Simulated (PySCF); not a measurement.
Molecule: SMILES C1CCCC(C)(C)C1, C8H16.

Molfile (atoms numbered from 1):
```
C8H16
     RDKit          3D

 24 24  0  0  0  0  0  0  0  0999 V2000
   -1.9996   -0.5148   -0.9073 C   0  0  0  0  0  0  0  0  0  0  0  0
   -0.7451   -0.1723   -0.1057 C   0  0  0  0  0  0  0  0  0  0  0  0
   -1.1668    0.2334    1.3093 C   0  0  0  0  0  0  0  0  0  0  0  0
    0.1792   -1.4032   -0.0642 C   0  0  0  0  0  0  0  0  0  0  0  0
    1.5527   -1.1229    0.5363 C   0  0  0  0  0  0  0  0  0  0  0  0
    2.2468    0.0276   -0.1839 C   0  0  0  0  0  0  0  0  0  0  0  0
    1.3723    1.2766   -0.2029 C   0  0  0  0  0  0  0  0  0  0  0  0
   -0.0003    0.9829   -0.7997 C   0  0  0  0  0  0  0  0  0  0  0  0
   -2.5523   -1.3470   -0.4420 H   0  0  0  0  0  0  0  0  0  0  0  0
   -1.7443   -0.8141   -1.9365 H   0  0  0  0  0  0  0  0  0  0  0  0
   -2.6809    0.3492   -0.9673 H   0  0  0  0  0  0  0  0  0  0  0  0
   -1.8379    1.1068    1.2797 H   0  0  0  0  0  0  0  0  0  0  0  0
   -1.7083   -0.5883    1.8049 H   0  0  0  0  0  0  0  0  0  0  0  0
   -0.3114    0.4967    1.9481 H   0  0  0  0  0  0  0  0  0  0  0  0
   -0.3226   -2.2194    0.4835 H   0  0  0  0  0  0  0  0  0  0  0  0
    0.3143   -1.7660   -1.0996 H   0  0  0  0  0  0  0  0  0  0  0  0
    1.4533   -0.8784    1.6083 H   0  0  0  0  0  0  0  0  0  0  0  0
    2.1721   -2.0335    0.4909 H   0  0  0  0  0  0  0  0  0  0  0  0
    2.4605   -0.2770   -1.2250 H   0  0  0  0  0  0  0  0  0  0  0  0
    3.2222    0.2443    0.2814 H   0  0  0  0  0  0  0  0  0  0  0  0
    1.2619    1.6633    0.8252 H   0  0  0  0  0  0  0  0  0  0  0  0
    1.8635    2.0799   -0.7759 H   0  0  0  0  0  0  0  0  0  0  0  0
   -0.6312    1.8883   -0.7818 H   0  0  0  0  0  0  0  0  0  0  0  0
    0.1275    0.7187   -1.8654 H   0  0  0  0  0  0  0  0  0  0  0  0
  1  2  1  0
  2  3  1  0
  2  4  1  0
  4  5  1  0
  5  6  1  0
  6  7  1  0
  7  8  1  0
  8  2  1  0
  1  9  1  0
  1 10  1  0
  1 11  1  0
  3 12  1  0
  3 13  1  0
  3 14  1  0
  4 15  1  0
  4 16  1  0
  5 17  1  0
  5 18  1  0
  6 19  1  0
  6 20  1  0
  7 21  1  0
  7 22  1  0
  8 23  1  0
  8 24  1  0
M  END
```

Geometry PBE0-D3(BJ)/def2-SVP throughout; GIAO in PySCF 2.14, gas phase, one conformer, non-relativistic; equivalent atoms averaged; functional PBE0.

Q: How do the shifts δ (against TMS at the same level) depend on the basis set? (ppm; last column core-seconds on shared hosts with different chips, so compare them loosely)

A: 
| basis set | functions | C2 | C4/C8 | C6 | C1/C3 | C5/C7 | H19/H20 | H17/H18/H21/H22 | H15/H16/H23/H24 | H9/H10/H11/H12/H13/H14 | core-s |
| --- | --- | --- | --- | --- | --- | --- | --- | --- | --- | --- | --- |
| STO-3G | 56 | 32.5 | 32.3 | 26.5 | 26.3 | 24.9 | 0.75 | 0.75 | 0.72 | 0.70 | 5.9 |
| pcSseg-0 | 104 | 28.1 | 40.7 | 27.1 | 32.9 | 23.2 | 1.19 | 1.29 | 1.05 | 1.03 | 19 |
| 6-31G | 104 | 29.8 | 39.5 | 27.2 | 30.5 | 23.4 | 1.49 | 1.63 | 1.44 | 1.14 | 12 |
| 6-31G* | 144 | 28.2 | 38.1 | 26.6 | 29.0 | 22.8 | 1.44 | 1.55 | 1.36 | 0.96 | 18 |
| cc-pVDZ | 192 | 31.8 | 41.3 | 29.3 | 30.3 | 24.9 | 1.27 | 1.40 | 1.16 | 0.84 | 53 |
| def2-SVP | 192 | 27.5 | 39.2 | 26.6 | 29.7 | 22.2 | 1.16 | 1.30 | 1.07 | 0.81 | 50 |
| pcSseg-1 | 216 | 29.8 | 41.2 | 28.8 | 30.3 | 24.6 | 1.29 | 1.40 | 1.09 | 0.87 | 60 |
| 6-311+G(2d,p) | 312 | 31.4 | 40.9 | 28.7 | 29.0 | 24.6 | 1.34 | 1.43 | 1.17 | 0.81 | 64 |
| aug-cc-pVDZ | 328 | 32.5 | 40.7 | 28.9 | 28.7 | 24.7 | 1.41 | 1.51 | 1.24 | 0.89 | 120 |

Q: Which nucleus moves most, in ppm?

A: C4/C8 (sp3 CH2 in a ring): from 32.3 ppm with STO-3G to 41.3 ppm with cc-pVDZ. The smallest spread is 0.44 ppm, at H9/H10/H11/H12/H13/H14. Proton shifts span only some 12 ppm, so a few tenths of a ppm matter as much there as several ppm in carbon.

Q: Taking the largest basis, aug-cc-pVDZ (328 functions), as the yardstick, rank the others by their worst heavy-atom deviation.

A: 6-311+G(2d,p) 1.1 ppm (312 functions), cc-pVDZ 1.6 ppm (192 functions), pcSseg-1 2.7 ppm (216 functions), 6-31G 2.7 ppm (104 functions), 6-31G* 4.3 ppm (144 functions), pcSseg-0 4.4 ppm (104 functions), def2-SVP 4.9 ppm (192 functions), STO-3G 8.4 ppm (56 functions).

A small basis that lands close on one nucleus may do so by chance; judge by the trend and by all nuclei.
